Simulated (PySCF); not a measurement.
Gas-phase reaction: 2 InCH3 + 2 C3H7 (i-propyl) = 2 In(CH3)3 + C2H2 (acetylene)

Computed with PySCF and rigid-rotor harmonic-oscillator thermochemistry at 1 bar. † marks an energy on the PBE0/def2-TZVP geometry and frequencies; other levels use their own. MP2 and CCSD(T) freeze the core. Open shells (unrestricted): C3H7 (i-propyl) (multiplicity 2); the rest are closed-shell singlets. B3LYP is the form with VWN-RPA correlation. In: scalar-relativistic def2 core potential, no spin-orbit coupling. Methyl groups turn as free rotors in In(CH3)3. InCH3: computed as isolated molecules; such fragments, hydroxides, amides, oligomers or adducts are transient or little studied in the gas. MP2 isn't extrapolated to the basis-set limit; its ΔH°(298 K) is -97.7 kJ in def2-SVP and -152.6 kJ in def2-TZVPP. CCSD(T) isn't extrapolated to the basis-set limit. The harmonic model lacks anharmonicity and excited electronic states, which grow with temperature; levels with a mode under 35 cm⁻¹ are left out. Internal rotation in C3H7 (i-propyl) is treated as a harmonic vibration of one conformer, which makes the entropy rough. Soft modes under 120 cm⁻¹ make the harmonic entropy rough for In(CH3)3.

```
level               ΔE electronic, kJ  ΔH°(298 K), kJ  ΔS°(298 K), J/K  ΔG°(800 K), kJ
------------------  -----------------  --------------  ---------------  --------------
B3LYP/def2-TZVP†                  -18             -32             -164              94
BLYP/def2-TZVP†                   -19             -33             -164              93
CCSD(T)/def2-SVP†                 -32             -46             -164              80
HF/def2-TZVP†                      66              52             -164             178
MP2/def2-SVP†                     -84             -98             -164              28
MP2/def2-TZVPP†                  -138            -153             -164             -26
PBE/def2-SVP                        9              -3             -161             121
PBE0/def2-TZVP                    -28             -42             -164              84
LDA/def2-TZVP†                    -81             -96             -164              31
ωB97M-V/def2-TZVP†                -94            -108             -164              18
ωB97X-V/def2-TZVP†                -84             -98             -164              28
```
ΔH° is lowest at MP2/def2-TZVPP† and highest at HF/def2-TZVP†. No reference value is set beside these.
